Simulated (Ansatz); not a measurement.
# Reading a saddle point

A first-order saddle point of ZnAsH₅SO, closed shell, PBE0-D4/def2-TZVP, with one imaginary mode of 897i cm⁻¹:

```csv
atom,x (Å),y (Å),z (Å)
Zn1,-0.4146,0.1978,-0.8290
S2,1.8684,-0.3666,-0.6908
O3,-1.6612,0.8061,-1.9657
H4,0.6375,-0.4922,0.5625
As5,-0.9542,-0.4226,1.6245
H6,2.1645,0.8576,-0.2212
H7,-1.3234,0.9685,-2.8488
H8,0.0800,0.2630,2.4971
H9,-0.3971,-1.8114,1.8714
```

Program: Ansatz 0.2.0. Basis: def2-TZVPP and def2-QZVPP. Cores are frozen in the correlated methods. The 3s and 3p shells of Cu and Zn are frozen; filled d shells are correlated. The def2 sets are not built for correlating such inner shells, so the correlated values are less sure here. Extrapolation: Hartree–Fock as exp(−7.88 √X), correlation as X^−2.97.

Question: Which contacts change along the imaginary mode, and what lies on either side? (A judgement: the text doesn't fix the answer.)

Answer: Computed: The step is ZnH₂SO ([OH][Zn][SH]) + AsH₃ → ZnAsH₃O ([OH][Zn][AsH2]) + H₂S, with the molecules in contact on both sides. Shortening one way: Zn1–As5, S2–H4; lengthening the same way: Zn1–S2, H4–As5.
| pair | one side (Å) | saddle (Å) | other side (Å) |
| --- | --- | --- | --- |
| Zn1–As5 | 3.36 | 2.59 | 2.38 |
| S2–H4 | 3.77 | 1.76 | 1.34 |
| Zn1–S2 | 2.16 | 2.36 | 2.85 |
| H4–As5 | 1.52 | 1.91 | 3.64 |

Question: Which side is lower, and how far does the saddle lie above each? (To be estimated.)

Answer: Computed: The side with Zn1–S2, H4–As5 short is lower by 12.4 kJ/mol; the saddle lies 121.6 kJ/mol above it and 109.1 kJ/mol above the other (CCSD(T) at an estimated basis limit (MP2 extrapolated from triple and quadruple zeta, plus CCSD(T) − MP2 in triple zeta); electronic energies).

No T1 diagnostic of these runs exceeds 0.015.

Labels in which every atom is bracketed show which atoms are joined, not bond orders.

For scale, one of the runs: CCSD(T)/def2-TZVPP, 255 basis functions, launched by `ansatz run in.yaml --threads 8 --pin off --events-out ev --progress --plain --max-ram 19148MiB`. The run took 3.6 min on 8 CPU threads of an Intel Xeon (shared host), with 5.6 GiB of host memory at its peak.
